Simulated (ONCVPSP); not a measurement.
What one change does to a pseudopotential (nickel (Ni), ONCV)

Ni (Z = 28), optimised norm-conserving Vanderbilt (ONCV), made with ONCVPSP 4.0.1 (PW91, scalar-relativistic). Core [Ne], reference 3s2 3p6 3d8 4s2. Waves: 3s+4s: rc 1.05 bohr, ncon 3, nbas 6, qcut 12.7 1/bohr, 2 projectors; 3p: rc 0.90 bohr, ncon 3, nbas 6, qcut 12.2 1/bohr, 2 projectors, debl 1.4 Ha; 3d: rc 0.90 bohr, ncon 5, nbas 10, qcut 17.9 1/bohr, 2 projectors, debl 2 Ha. Local part: polynomial inside 0.60 bohr (lpopt 5, dvloc0 -1 Ha). Core correction: Teter function, fcfact 5.75, rcfact 1.2.

In the p channel the program set the typed energies aside and used -2.625, 0.250 Ha.

Change: s: qcut 9.5.

Cutoffs: the cutoffs (Ha) at which the residual kinetic energy of the hardest occupied pseudo-wave falls to 1 and 0.1 mHa per electron; they do not see the model core or the augmentation charge, which bear on the density cutoff. Errors are all-electron minus pseudo energies relative to the spin-unpolarised reference configuration.

What does the change do?

The potential gets neither clearly harder nor softer (123 Ha and 140 Ha → 123 Ha and 140 Ha); the d channel sets the loose cutoff, while the largest relative change is in s, which becomes softer; of the 4 tests that both files solve, the error grows in 2 and shrinks in 0 by more than 15 % and 0.3 meV (median size 1.8 → 2.2 meV); neither file shows a bound ghost.

```tsv
quantity	base	changed
cutoff, loose	123 Ha	123 Ha
cutoff, tight	140 Ha	140 Ha
loose cutoff by channel	s 57 Ha, p 39 Ha, d 123 Ha	s 37 Ha, p 39 Ha, d 123 Ha
bound ghosts	none	none
GHOST(+) flags under 300 eV	none	none
error for 3s2 3p6 3d8 4s1, meV [ΔE 9.39 eV]	-0.4	-0.4
error for 3s2 3p6 3d8 4s0, meV [ΔE 26.80 eV]	-0.3	-0.1
error for 3s2 3p6 3d7 4s0, meV [ΔE 64.38 eV]	-5.0	-6.4
error for 3s2 3p6 3d7 4s2 4p1, meV [ΔE 10.58 eV]	+3.2	+4.0
s: phases at 1.06 bohr within 0.05 rad from the reference energy up to (Ha; the scan ends near 5)	to the end of the scan	to the end of the scan
p: phases at 0.92 bohr within 0.05 rad from the reference energy up to (Ha; the scan ends near 5)	to the end of the scan	to the end of the scan
d: phases at 0.92 bohr within 0.05 rad from the reference energy up to (Ha; the scan ends near 5)	to the end of the scan	to the end of the scan
rms error of d²Exc/dni dnj with the model core, mHa	1.32	1.43
```
